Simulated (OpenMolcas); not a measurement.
## Br2+: Slater's ratio, worked from levels

```yaml
Program: OpenMolcas
Basis: ANO-RCC-VTZP [6s5p3d1f]
Scalar_Hamiltonian: DKH2, point nucleus
Active_space: 3 electrons in 3 orbitals (4p)
State_averaging: 2S+1 = 4 odd, 1 root; 2S+1 = 2 odd, 8 roots
Spin-orbit_coupling: RASSI with atomic mean-field integrals over the reference wave functions, term energies averaged over their components
```

Methods: CASSCF; SS-CASPT2, IPEA 0.25 Eh, imaginary shift 0.1 Eh (closed shells correlated: 3d 4s).

**Slater's ratio.** With one set of orbitals, p3 has 2D* - 4S* = 9 F2 and 2P* - 2D* = 6 F2 (F2 = F²/25), a ratio of 2/3. Term energies are centres of gravity, weighted by 2J + 1.

| Source | 2D* - 4S* | 2P* - 4S* | F2 from the first | Ratio |
| --- | --- | --- | --- | --- |
| CASSCF | 20272 | 34681 | 2252 | 0.711 |
| SS-CASPT2 | 17062 | 30024 | 1896 | 0.760 |

Energies in cm-1. A ratio away from 2/3 shows effects beyond one configuration with one set of orbitals, and in heavier atoms second-order spin-orbit shifts.

CASPT2 breaks the degeneracy within a term, and the mean is taken; among the terms shown or strongly mixed into the levels shown the widest spread is 150 cm-1 (4s2 4p3 2D*, SS-CASPT2). With the s shell closed, the reference lacks s² → p² mixing. Only configurations of the active space appear.

* marks odd parity.
